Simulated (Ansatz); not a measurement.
Mulliken charges of C2H4BN (`B1C=NC1`) from PBE/def2-TZVPP in Ansatz (PBE0-D4/def2-TZVP geometry).

```json
{"atom": "B1", "x (Å)": "-0.226", "y (Å)": "0.558", "z (Å)": "-0.648", "charge (e)": "-0.123"}
{"atom": "C2", "x (Å)": "0.520", "y (Å)": "0.897", "z (Å)": "0.624", "charge (e)": "0.048"}
{"atom": "N3", "x (Å)": "0.088", "y (Å)": "-0.264", "z (Å)": "1.024", "charge (e)": "-0.142"}
{"atom": "C4", "x (Å)": "-0.039", "y (Å)": "-0.960", "z (Å)": "-0.300", "charge (e)": "-0.092"}
{"atom": "H5", "x (Å)": "-1.132", "y (Å)": "1.139", "z (Å)": "-1.163", "charge (e)": "0.004"}
{"atom": "H6", "x (Å)": "0.838", "y (Å)": "1.675", "z (Å)": "1.310", "charge (e)": "0.108"}
{"atom": "H7", "x (Å)": "0.907", "y (Å)": "-1.431", "z (Å)": "-0.551", "charge (e)": "0.115"}
{"atom": "H8", "x (Å)": "-0.863", "y (Å)": "-1.671", "z (Å)": "-0.353", "charge (e)": "0.082"}
```

Q: By hand: the dipole of these point charges (1 e Å = 4.8032 D).

A: Σ q r = (0.163, -0.016, 0.036) e Å, of length 0.168 e Å = 0.81 D.

Q: How does the dipole of the full density compare? (Estimate.)

A: The calculation gave: (0.137, 0.057, -0.096) e Å, 0.85 D; the point charges give 0.95 times that, at 53° from its direction.

Point charges leave out the atoms' own dipoles, such as those of lone pairs, and Mulliken's split depends on the basis, so the two needn't agree.
